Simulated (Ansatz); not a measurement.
Results of the Gaussian-basis code of Ansatz.

A structure relaxed at PBE0-D4/def2-TZVP, charge 0, multiplicity 1:

```xyz
10

F     1.6021   -1.9049    0.2320
Si    0.2477   -1.0662    0.3820
C     0.3007    0.6154    1.1144
C    -0.2175    1.1041   -0.0275
C    -0.2841    0.0028   -1.0707
H    -0.7511   -2.0167    0.9331
H     0.4816    1.1639    2.0289
H    -0.5665    2.1228   -0.2006
H    -1.2666   -0.1458   -1.5243
H     0.4538    0.1246   -1.8672
```

(1) Give its formula and SMILES.

(2) Summarise the bond lengths by kind.

Answers

(1) C3H5FSi, `F[SiH]1C=CC1`.

(2) 1 × F–Si 1.600 Å; 2 × C–Si 1.835 to 1.880 Å; 1 × H–Si 1.485 Å; 2 × C–C 1.346 to 1.518 Å; 4 × C–H 1.082 to 1.093 Å.
